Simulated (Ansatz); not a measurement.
`CC(=N)Cl` + HBr → `N=C(Cl)Br` + CH₄ at 400 K and 1 bar (substitution at a C–C bond).

Isolated molecules relaxed with PBE0-D4/def2-TZVP in Ansatz; ΔE leaves out vibrations. CCSD(T)/CBS is the MP2 limit (def2-TZVPP, def2-QZVPP) plus CCSD(T) − MP2 in def2-TZVPP, frozen cores. This one scheme is used for every species. For Br outer-core shells are correlated without core-valence functions, which leaves a few kJ/mol of doubt a bond. Scalar relativity is left out up to krypton. Each species was taken in one conformer, which may not be the lowest.

```csv
species,CCSD(T)/CBS energy (Eh),H − E (kJ/mol),S (J/(mol·K))
`CC(=N)Cl`,-592.98219,180.2,315.8
HBr,-2573.91920,27.6,207.2
`N=C(Cl)Br`,-3126.42304,78.8,322.1
CH₄,-40.46206,131.3,197.2
```

H − E and S are ideal-gas, rigid-rotor, harmonic terms from PBE0-D4/def2-TZVP, for one conformer and one mirror image of each species. 1 Eh = 2625.50 kJ/mol, R = 8.31446 J/(mol·K).

Q: By hand: ΔE, ΔH, ΔS and ΔG.

A: ΔE = (-3126.42304) + (-40.46206) − (-592.98219) − (-2573.91920) = 0.01629 Eh = 42.8 kJ/mol. Δ(H − E) = 78.8 + 131.3 − 180.2 − 27.6 = 2.3, so ΔH = 45.1 kJ/mol. ΔS = 322.1 + 197.2 − 315.8 − 207.2 = -3.7 J/(mol·K). ΔG = 45.1 − 400 × (-3.7)/1000 = 46.6 kJ/mol.

Q: By hand: the equilibrium constant, and the temperature at which ΔG would vanish if ΔH and ΔS stayed fixed.

A: log₁₀ K = −ΔG/(RT ln 10) = -6.1. ΔH and −TΔS have one sign here, so there is no such temperature. One of them is within its doubt of zero, so this could turn.

The number of gas molecules stays the same, so ΔS is small and ΔH decides. A doubt of 5 kJ/mol in ΔE shifts log₁₀ K by 0.7 here. Other conformers and mirror images would add mixing entropy, several J/(mol·K) or more a flexible species. These are equilibria of isolated gas molecules and say nothing of rates. Largest T1 diagnostic: 0.012 (customary marks: 0.02 for closed shells, 0.045 for open ones).
